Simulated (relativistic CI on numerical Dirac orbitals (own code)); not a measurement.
**Crystal-field levels of Cu4+, 3d7**

Calculated by Dirac-Coulomb-Breit CI, orbitals from a KLI potential per configuration, model QED, valence Slater integrals scaled by 0.9, one configuration in a parametric crystal field (own radial code). With so little scaling, terms lie 10 to 35 % too far apart, which can change the order of excited levels.

Field parameters in Wybourne normalisation: D3d B²₀ = −7Dσ, B⁴₀ = −14Dq − 21Dτ, B⁴₃ = −14√(10/7) Dq. The field is a parameter set, without covalency.

S and J are read from ⟨S²⟩ = S(S + 1) and ⟨J²⟩ = J(J + 1) of each level; they are not fictitious spins.

D3d, 10Dq = 22000, Dσ = -1200, Dτ = 70 cm⁻¹, the lowest 10 levels:

```csv
E (cm⁻¹),Degeneracy,Irrep,S,J
0.0,2,Γ4,1.50,4.03
187,2,Γ5+Γ6,1.48,3.65
1277,2,Γ4,1.49,3.89
1705,2,Γ4,1.44,3.31
1980,2,Γ5+Γ6,1.45,3.28
2482,2,Γ4,1.47,2.96
5708,2,Γ4,0.66,3.92
5793,2,Γ5+Γ6,0.63,3.99
20259,2,Γ5+Γ6,1.46,3.49
20368,2,Γ4,1.47,3.54
```

Principal g values of the ground doublet: 2.63, 4.87, 4.87.

D3d, 10Dq = 22000, Dσ = -980, Dτ = 70 cm⁻¹, the lowest 16 levels:

```
E (cm⁻¹)  Degeneracy  Irrep     S     J
     0.0           2     Γ4  1.50  4.12
     277           2  Γ5+Γ6  1.48  3.69
    1032           2     Γ4  1.49  3.88
    1536           2     Γ4  1.44  3.21
    1739           2  Γ5+Γ6  1.45  3.25
    2230           2     Γ4  1.48  2.95
    5610           2     Γ4  0.65  3.93
    5687           2  Γ5+Γ6  0.63  3.99
   20298           2  Γ5+Γ6  1.46  3.50
   20405           2     Γ4  1.47  3.55
   21302           2     Γ4  1.43  3.62
   21386           2  Γ5+Γ6  1.45  3.57
   21420           2     Γ4  1.46  3.52
   21844           2     Γ4  1.46  3.25
   23706           2     Γ4  0.58  4.59
   24553           2  Γ5+Γ6  0.58  4.48
```

Principal g values of the ground doublet: 2.96, 4.85, 4.85.

D3d, 10Dq = 22000, Dσ = -760, Dτ = 70 cm⁻¹, the lowest 16 levels:

| E (cm⁻¹) | Degeneracy | Irrep | S | J |
| --- | --- | --- | --- | --- |
| 0.0 | 2 | Γ4 | 1.50 | 4.19 |
| 392 | 2 | Γ5+Γ6 | 1.48 | 3.74 |
| 832 | 2 | Γ4 | 1.49 | 3.87 |
| 1442 | 2 | Γ4 | 1.44 | 3.14 |
| 1557 | 2 | Γ5+Γ6 | 1.45 | 3.20 |
| 2031 | 2 | Γ4 | 1.49 | 2.93 |
| 5551 | 2 | Γ4 | 0.64 | 3.94 |
| 5618 | 2 | Γ5+Γ6 | 0.63 | 3.99 |
| 20385 | 2 | Γ5+Γ6 | 1.45 | 3.50 |
| 20485 | 2 | Γ4 | 1.47 | 3.56 |
| 21124 | 2 | Γ4 | 1.43 | 3.61 |
| 21203 | 2 | Γ5+Γ6 | 1.46 | 3.56 |
| 21236 | 2 | Γ4 | 1.46 | 3.52 |
| 21665 | 2 | Γ4 | 1.46 | 3.23 |
| 23828 | 2 | Γ4 | 0.57 | 4.59 |
| 24412 | 2 | Γ5+Γ6 | 0.57 | 4.52 |

Principal g values of the ground doublet: 3.46, 4.73, 4.73.

D3d, 10Dq = 22000, Dσ = -550, Dτ = 70 cm⁻¹, the lowest 16 levels:

```tsv
E (cm⁻¹)	Degeneracy	Irrep	S	J
0.0	2	Γ4	1.50	4.24
517	2	Γ5+Γ6	1.48	3.79
687	2	Γ4	1.49	3.86
1419	2	Γ4	1.44	3.11
1452	2	Γ5+Γ6	1.44	3.15
1906	2	Γ4	1.50	2.91
5533	2	Γ4	0.64	3.95
5591	2	Γ5+Γ6	0.63	3.98
20513	2	Γ5+Γ6	1.45	3.50
20602	2	Γ4	1.47	3.58
20992	2	Γ4	1.44	3.61
21068	2	Γ5+Γ6	1.46	3.56
21100	2	Γ4	1.47	3.52
21538	2	Γ4	1.47	3.21
23964	2	Γ4	0.57	4.58
24296	2	Γ5+Γ6	0.56	4.54
```

Principal g values of the ground doublet: 4.08, 4.49, 4.49.

D3d, 10Dq = 22000, Dσ = -330, Dτ = 70 cm⁻¹, the lowest 10 levels:

```tsv
E (cm⁻¹)	Degeneracy	Irrep	S	J
0.0	2	Γ4	1.50	4.25
577	2	Γ4	1.49	3.84
639	2	Γ5+Γ6	1.49	3.82
1429	2	Γ4	1.44	3.12
1430	2	Γ5+Γ6	1.44	3.12
1866	2	Γ4	1.50	2.90
5550	2	Γ4	0.63	3.96
5597	2	Γ5+Γ6	0.63	3.98
20686	2	Γ5+Γ6	1.43	3.51
20747	2	Γ4	1.46	3.60
```

Principal g values of the ground doublet: 4.16, 4.16, 4.78.

The free-ion ground term has S = 3/2. Every field shown keeps that spin.

Levels of this model without a field, named by their leading LS term: ⁴F9/2 0, ⁴F7/2 1582, ⁴F5/2 2709, ⁴F3/2 3469, ²G9/2 22536, ⁴P5/2 22553, ⁴P3/2 22905, ⁴P1/2 23675 cm⁻¹.
